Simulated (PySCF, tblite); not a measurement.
Isomers of C2H8ClFSi2, one GFN2-xTB conformer each. Single-point energies are computed at PBE0/pcSseg-1 (PySCF, gas phase, no added dispersion term), electronic only.

Question: Rank them by PBE0/pcSseg-1 energy, lowest first (kJ/mol).
A. `[F:1][C@:2]([SiH3:3])([Cl:4])[CH2:5][SiH3:6]` with F1–C2–C5–Si6 63°
B. `[F:1][C@H:2]([SiH3:3])[SiH2:4][CH2:5][Cl:6]` with F1–C2–Si4–C5 63°, C2–Si4–C5–Cl6 179°

Answer: A (0.0), B (6.4).

Neighbours under 10 kJ/mol apart (F[C@]([SiH3])(Cl)C[SiH3] and F[C@H]([SiH3])[SiH2]CCl) can change places with a better method, another conformer or zero-point energy. GFN2-xTB itself gives, in the same order: 0.0, 59.2. Both levels put the same isomer lowest.

Which frontier levels, dipoles and rotational constants go with these structures?

```
                  SMILES  HOMO (eV, PBE0/pcSseg-1)  LUMO (eV)  dipole (D)       A, B, C (MHz)
F[C@]([SiH3])(Cl)C[SiH3]                     -8.17      -0.05        2.26    2715, 1192, 1035
 F[C@H]([SiH3])[SiH2]CCl                     -8.02       0.02        2.24  3338, 762.3, 709.5
```

What happens when harmonic zero-point energies from GFN2-xTB frequencies are added?

| SMILES | ZPE (kJ/mol) | electronic (kJ/mol) | with ZPE (kJ/mol) |
| --- | --- | --- | --- |
| F[C@]([SiH3])(Cl)C[SiH3] | 222.3 | 0.0 | 0.0 |
| F[C@H]([SiH3])[SiH2]CCl | 226.8 | 6.4 | 10.9 |

The zero-point energies span 4.5 kJ/mol. The order is unchanged.

As an exercise, what shares would exp(−E/RT) give at 2000 K from these electronic energies alone (no entropy, no degeneracies)?

RT = 16.629 kJ/mol: F[C@]([SiH3])(Cl)C[SiH3] 59.5 %, F[C@H]([SiH3])[SiH2]CCl 40.5 %.
